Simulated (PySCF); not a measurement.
CHCl₂NO₂Si. Atoms are numbered in the order given.

```xyz
8

O      3.4132    -1.0745    -0.4836
C      2.2642    -0.8135    -0.4738
N      1.0785    -0.5609    -0.4993
Si    -0.5142    -0.0402    -0.1535
O     -1.6184    -0.7860    -1.1290
Cl    -0.5641     2.0082    -0.3865
Cl    -1.0094    -0.5467     1.7670
H     -1.5465    -0.5902    -2.0804
```
Charge 0, spin multiplicity 1.

The structure is a stationary point at PBE-D3(BJ)/def2-SVP. This is a generated structure with no PubChem entry under its InChIKey; it may be hypothetical. Other conformers were not sampled.

Method: PBE-D3(BJ)/def2-SVP run with PySCF.

Frequencies are harmonic and unscaled.

```json
[
 {"mode": "1", "ν (cm⁻¹)": "29", "IR (km/mol)": "0.8", "moving atoms (share of kinetic energy)": "Cl 40 %, O 39 %, N 16 %"},
 {"mode": "2", "ν (cm⁻¹)": "42", "IR (km/mol)": "0.1", "moving atoms (share of kinetic energy)": "O 50 %, N 25 %, Cl 19 %"},
 {"mode": "3", "ν (cm⁻¹)": "101", "IR (km/mol)": "68.1", "moving atoms (share of kinetic energy)": "H 70 %, Cl 16 %, N 9 %"},
 {"mode": "4", "ν (cm⁻¹)": "175", "IR (km/mol)": "7.7", "moving atoms (share of kinetic energy)": "Cl 58 %, H 13 %, N 10 %, O 10 %"},
 {"mode": "5", "ν (cm⁻¹)": "214", "IR (km/mol)": "13.4", "moving atoms (share of kinetic energy)": "N 30 %, O 27 %, Cl 22 %, H 16 %"},
 {"mode": "6", "ν (cm⁻¹)": "249", "IR (km/mol)": "21.4", "moving atoms (share of kinetic energy)": "O 40 %, Cl 22 %, Si 16 %, N 15 %"},
 {"mode": "7", "ν (cm⁻¹)": "282", "IR (km/mol)": "21.4", "moving atoms (share of kinetic energy)": "Cl 34 %, O 26 %, N 21 %, Si 9 %"},
 {"mode": "8", "ν (cm⁻¹)": "295", "IR (km/mol)": "27.9", "moving atoms (share of kinetic energy)": "O 37 %, N 26 %, Cl 22 %, Si 8 %"},
 {"mode": "9", "ν (cm⁻¹)": "459", "IR (km/mol)": "18.2", "moving atoms (share of kinetic energy)": "Cl 51 %, O 24 %, Si 14 %"},
 {"mode": "10", "ν (cm⁻¹)": "580", "IR (km/mol)": "16.1", "moving atoms (share of kinetic energy)": "C 72 %, O 15 %, N 11 %"},
 {"mode": "11", "ν (cm⁻¹)": "584", "IR (km/mol)": "19.3", "moving atoms (share of kinetic energy)": "C 71 %, O 15 %, N 11 %"},
 {"mode": "12", "ν (cm⁻¹)": "610", "IR (km/mol)": "194.4", "moving atoms (share of kinetic energy)": "Si 62 %, Cl 30 %"},
 {"mode": "13", "ν (cm⁻¹)": "653", "IR (km/mol)": "256.8", "moving atoms (share of kinetic energy)": "Si 60 %, O 18 %"},
 {"mode": "14", "ν (cm⁻¹)": "796", "IR (km/mol)": "296.1", "moving atoms (share of kinetic energy)": "H 64 %, O 22 %, Si 12 %"},
 {"mode": "15", "ν (cm⁻¹)": "932", "IR (km/mol)": "91.1", "moving atoms (share of kinetic energy)": "O 43 %, Si 41 %, H 16 %"},
 {"mode": "16", "ν (cm⁻¹)": "1488", "IR (km/mol)": "62.4", "moving atoms (share of kinetic energy)": "N 58 %, O 38 %"},
 {"mode": "17", "ν (cm⁻¹)": "2406", "IR (km/mol)": "1318.4", "moving atoms (share of kinetic energy)": "C 70 %, N 18 %, O 12 %"},
 {"mode": "18", "ν (cm⁻¹)": "3760", "IR (km/mol)": "110.6", "moving atoms (share of kinetic energy)": "H 94 %"}
]
```
